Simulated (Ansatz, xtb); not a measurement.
Molecule: WO2 (charge 0, singlet). 
Structure (B3LYP-D3(BJ)/def2-TZVP (Ansatz, a program for electronic structure) minimum search):
```
W
O 1 1.6888
O 1 1.6888 2 104.54
```

Harmonic wavenumbers from GFN2-xTB (xtb, at its own minimum), cm⁻¹: 166, 828, 887.

### Question
Give the harmonic wavenumbers at B3LYP-D3(BJ)/def2-TZVP (Ansatz, finite differences of forces, unscaled).

### Answer
372, 1019, 1075 cm⁻¹. Zero-point energy 3.5 kcal/mol.

### Question
From these and the geometry, give the ideal-gas thermochemistry at 298.15 K and 1 atm (rigid rotor, harmonic oscillator).

### Answer
Point group C2v, rotational symmetry number 2. Rotational constants 17.36, 8.852, 5.863 GHz. S(trans) 42.01, S(rot) 22.02, S(vib) 1.23, S(elec, spin only) 0.00, S 65.3 cal/(mol K). H(298) - H(0) 2.62 kcal/mol; G - E(el) -13.3 kcal/mol.
